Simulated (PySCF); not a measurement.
Isomers of C4H6F2O2. Theory: PBE0-D3(BJ)/def2-SVP geometry optimisation, gas phase in PySCF. Energies are electronic, without zero-point or thermal terms, for one conformer each. No frequencies were run at this level. Point groups hold within 0.08 Å.

Task: Rank from lowest to highest electronic energy at this level (kcal/mol).
A. `[O:1]=[CH:2][O:3][CH2:4][C@@H:5]([F:6])[CH2:7][F:8]` with O1–C2–O3–C4 -4°, C2–O3–C4–C5 -112°, O3–C4–C5–F6 68°, C4–C5–C7–F8 62°
B. `[F:1][C@@H:2]1[CH2:3][C@H:4]([F:5])[O:6][CH2:7][O:8]1` with F1–C2–C3–C4 -76°, C2–C3–C4–F5 76°, C3–C4–O6–C7 53°, C4–O6–C7–O8 -60°

Result: B (0.0), A (6.0).

As drawn, the higher has a C=O bond and a C(=O)–O unit, which the lower lacks.

```
               SMILES      E (Eh)  E rel (kcal/mol)  dipole (D)  point group      A, B, C (MHz)
F[C@@H]1C[C@H](F)OCO1  -505.26541               0.0        1.98           Cs   2921, 2241, 1755
     O=COC[C@@H](F)CF  -505.25583               6.0        1.68           C1  4183, 1062, 955.3
```
